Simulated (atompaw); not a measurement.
## What one change does to a pseudopotential (V, PAW (atompaw))

| Property | Result |
| --- | --- |
| Element | V |
| Generator | atompaw 4.2.0.5 |
| Type | PAW |
| Functional | PBEsol |
| Relativity | scalar-relativistic |
| Frozen core | [Ne] |
| Valence charge | 13 |
| Reference configuration | 3s2 3p6 3d3 4s2 4p0 |
| Partial waves | 3s (bound): rc 1.40 bohr; 4s (bound): rc 2.50 bohr; 3p (bound): rc 1.10 bohr; 4p (bound, empty): rc 2.50 bohr; 3d (bound): rc 2.50 bohr; 3d channel at 0.1 Ry: rc 2.50 bohr |
| Local potential | troulliermartins scheme with l = 3 at 1 Ry, radius 1.75 bohr |
| Core correction | smooth core density matched at 1.40 bohr |
| Augmentation charge | gaussian compensation charge, radius 2.10 bohr; PAW radius 2.50 bohr; waves and projectors: modrrkj vanderbiltortho |

All-electron outer shells of the reference configuration (PBEsol, scalar-relativistic, ld1.x):

```
shell  level (eV)  outermost node (bohr)  outermost maximum (bohr)
   2s     -601.89                   0.09                      0.26
   2p     -502.79                      –                      0.21
   3s      -70.03                   0.38                      0.82
   3p      -43.95                   0.35                      0.84
   3d       -5.18                      –                      0.90
   4s       -4.72                   1.17                      2.76
   4p       -1.43                   1.30                      3.63
```

Change: all radii scaled by about 1.29 (s 1.80, p 1.42, d 3.22 bohr); local potential troulliermartins scheme with l = 3 at 1 Ry, radius 2.26 bohr; augmentation gaussian compensation charge, radius 2.72 bohr; PAW radius 3.22 bohr; waves and projectors: modrrkj vanderbiltortho; core correction smooth core density matched at 1.80 bohr.

Cutoffs: the cutoffs (Ry, on a coarse ladder) from which the occupation-weighted sum of valence levels, in a spherical-Bessel basis at the reference potential, stays within 10 and 1 mRy of its value at 400 Ry; they do not see the model core or the augmentation charge, which bear on the density cutoff.

Question: What does the change do?

Answer: The potential gets softer (50 Ry and 90 Ry → 35 Ry and 70 Ry); a bound ghost appears in p, s, which as a rule spoils a file. A larger radius leaves more room for a smooth pseudo-wave, so fewer plane waves are needed.

```csv
quantity,base,changed
"cutoff, loose",50 Ry,35 Ry
"cutoff, tight",90 Ry,70 Ry
loose cutoff by channel (10 mRy a level),"s 18 Ry, p 40 Ry, d 12 Ry","s 12 Ry, p 30 Ry, d 6 Ry"
bound ghosts,none,"s, p"
lowest overlap eigenvalue by channel,"s 0.68, p 0.34, d 1.00","s 1.00, p 1.00, d 1.00"
```

 A true bound ghost makes a file unfit for plane-wave use even where its test errors are small: the radial tests pick states by their node count and pass the ghost by. The cutoffs see the waves, projectors and local potential, not the compensation charge or the core.
